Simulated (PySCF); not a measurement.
H₂O, SMILES [OH2+], charge +1, multiplicity 2. Atoms are numbered in the order given.

```xyz
3

O      0.0000     0.0000    -0.1159
H      0.0000     0.8204     0.4634
H      0.0000    -0.8204     0.4634
```
Charge +1, spin multiplicity 2.

Coordinates come from a PBE0-D3(BJ)/def2-TZVPD optimisation.

The numbers are results of PBE/pcH-1 (PySCF), not measurements.

Unrestricted Kohn–Sham, ⟨S²⟩ = 0.752. Hyperfine tensors hold the contact and dipolar terms, without spin-orbit corrections.

Computed hyperfine couplings:
```csv
nucleus,A(iso) (MHz),A(iso) (G),dipolar principal values (MHz)
17O no. 1,-48.8,-17.4,"-316.6, 156.3, 160.3"
1H no. 2,-67.8,-24.2,"-65.2, -24.3, 89.5"
1H no. 3,-67.8,-24.2,"-65.2, -24.3, 89.5"
```

And the g tensor (effective nuclear charges for spin-orbit coupling, GIAO)? (Estimate from the structure and the level; the computed values follow.)

principal values 2.0021, 2.0065, 2.0151; isotropic 2.0079.
